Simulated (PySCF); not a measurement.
Geometry:
| atom | x (Å) | y (Å) | z (Å) |
| --- | --- | --- | --- |
| C1 | -1.803 | 0.740 | -0.605 |
| C2 | -0.692 | 0.222 | -0.079 |
| O3 | -0.526 | -0.323 | 1.150 |
| C4 | -1.651 | -0.358 | 1.997 |
| C5 | 0.559 | 0.210 | -0.897 |
| O6 | 0.631 | 0.645 | -2.020 |
| O7 | 1.584 | -0.335 | -0.243 |
| C8 | 2.813 | -0.385 | -0.949 |
| H9 | -1.758 | 1.133 | -1.603 |
| H10 | -2.745 | 0.791 | -0.091 |
| H11 | -1.313 | -0.826 | 2.920 |
| H12 | -2.018 | 0.650 | 2.211 |
| H13 | -2.459 | -0.953 | 1.559 |
| H14 | 3.138 | 0.623 | -1.216 |
| H15 | 2.701 | -0.969 | -1.865 |
| H16 | 3.531 | -0.854 | -0.281 |

PySCF 2.14 calculation with geometry: GFN2-xTB and shieldings: GIAO PBE0/pcSseg-1; rapidly exchanging positions averaged, one computed conformer, in vacuum, non-relativistic Hamiltonian.

δ = σ(ref) − σ, references computed at the same level: 13C and 1H vs TMS; 17O vs H2O.

```json
{"atoms": "C4", "nucleus": "13C", "count": "1", "Hirshfeld charge": "-0.03", "δ (ppm)": "56.4"}
{"atoms": "C2", "nucleus": "13C", "count": "1", "Hirshfeld charge": "0.05", "δ (ppm)": "161.3"}
{"atoms": "H10", "nucleus": "1H", "count": "1", "Hirshfeld charge": "0.05", "δ (ppm)": "4.50"}
{"atoms": "C5", "nucleus": "13C", "count": "1", "Hirshfeld charge": "0.20", "δ (ppm)": "?"}
{"atoms": "H9", "nucleus": "1H", "count": "1", "Hirshfeld charge": "0.05", "δ (ppm)": "?"}
{"atoms": "C1", "nucleus": "13C", "count": "1", "Hirshfeld charge": "-0.13", "δ (ppm)": "97.9"}
{"atoms": "O3", "nucleus": "17O", "count": "1", "Hirshfeld charge": "-0.11", "δ (ppm)": "114.8"}
{"atoms": "O6", "nucleus": "17O", "count": "1", "Hirshfeld charge": "-0.25", "δ (ppm)": "?"}
{"atoms": "H11/H12/H13", "nucleus": "1H", "count": "3", "Hirshfeld charge": "0.05", "δ (ppm)": "3.73"}
{"atoms": "O7", "nucleus": "17O", "count": "1", "Hirshfeld charge": "-0.10", "δ (ppm)": "184.6"}
{"atoms": "C8", "nucleus": "13C", "count": "1", "Hirshfeld charge": "-0.03", "δ (ppm)": "53.9"}
{"atoms": "H14/H15/H16", "nucleus": "1H", "count": "3", "Hirshfeld charge": "0.05", "δ (ppm)": "?"}
```

Complete the table.

Results:


- C5: 170.3 ppm, ester carbonyl carbon; lone-pair donation from the attached heteroatom keeps it upfield of a ketone carbonyl
- H9: 5.81 ppm, hydrogen on a β carbon of a C=C–C=O unit; olefinic region
- H14/H15/H16: 3.94 ppm, hydrogen on a methyl carbon bonded to O; its carbon carries O, an electronegative neighbour
- O6: 411.9 ppm, ester carbonyl oxygen

Shifts are as computed. Against solution values, carbons near 30 ppm lie about +3 ppm off and those near 130 ppm about +5 ppm. Of 1211 compounds with measured shifts, 218 miss one by over three times the rms of a fit or turn the order of signals round; such compounds aren't used in these exercises. Unscaled 17O shifts of doubly bonded oxygen tend to come out too high, by tens of ppm or more. Experimental scales use liquid or dissolved standards, which lie at an offset from isolated H2O (liquid H2O: subtract about 36 ppm).
